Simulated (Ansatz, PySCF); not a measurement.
Potential energy surface of Ga₂O, singlet: symmetric bend, bond length relaxed. Scanned: Ga-O-Ga angle. Other coordinates (O-Ga bond length) were minimised at PBE0/def2-TZVP.

- RKS-PBE/cc-pVDZ = Ansatz (an electronic-structure program) with restricted PBE/cc-pVDZ
- PBE0/cc-pVDZ (PySCF)
- wB97X-V/cc-pVDZ (PySCF)

Energies relative to the lowest point of each profile, in kJ/mol; the last columns give the difference from wB97X-V:

```csv
a / °,RKS-PBE/cc-pVDZ,PBE0,wB97X-V,RKS-PBE/cc-pVDZ − wB97X-V,PBE0 − wB97X-V
180,0.0,0.0,0.0,0.0,0.0
170,0.2,0.2,0.3,-0.1,0.0
160,0.6,1.0,1.1,-0.5,-0.2
150,1.8,2.5,2.8,-1.0,-0.3
140,4.3,5.6,6.0,-1.7,-0.4
130,8.8,10.8,11.3,-2.5,-0.5
120,16.5,19.5,20.1,-3.6,-0.7
110,28.8,33.2,34.3,-5.5,-1.2
100,47.3,53.7,56.3,-9.0,-2.6
90,74.3,84.1,90.0,-15.8,-5.9
80,114.9,131.0,143.2,-28.3,-12.1
```

RKS-PBE/cc-pVDZ is furthest from wB97X-V at 80 (-28.3 kJ/mol, below); its mean absolute difference over the points is 6.2 kJ/mol.

PBE0 is furthest from wB97X-V at 80 (-12.1 kJ/mol, below); its mean absolute difference over the points is 2.2 kJ/mol.
